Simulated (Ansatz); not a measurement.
Br₂Co, SMILES [Br][Co+][Br] (connectivity only; charge and spin as stated), charge +1, multiplicity 5.

Geometry optimised at B3LYP-D3(BJ)/def2-SVP. The multiplicity is an assumed one; other spin states were not compared.

Two levels are set side by side: PBE/def2-TZVPD (Ansatz, a quantum-chemistry and plane-wave program) and ωB97X-V/def2-TZVPD (Ansatz). Energy differences of separate SCF runs at the same geometry; the states with an electron removed or added have multiplicity 6 and 4. Differences are taken from unrounded values.

```csv
quantity,ωB97X-V
vertical ionisation energy (eV),15.72
vertical electron affinity (eV),10.44
```

Task: What does PBE give, and how far is it from ωB97X-V? (An estimate is asked for; the answer gives what the named calculation found.)

Result: 
```
quantity                           PBE  PBE minus ωB97X-V
-------------------------------  -----  -----------------
vertical ionisation energy (eV)  16.28               0.56
vertical electron affinity (eV)   9.37              -1.07
```
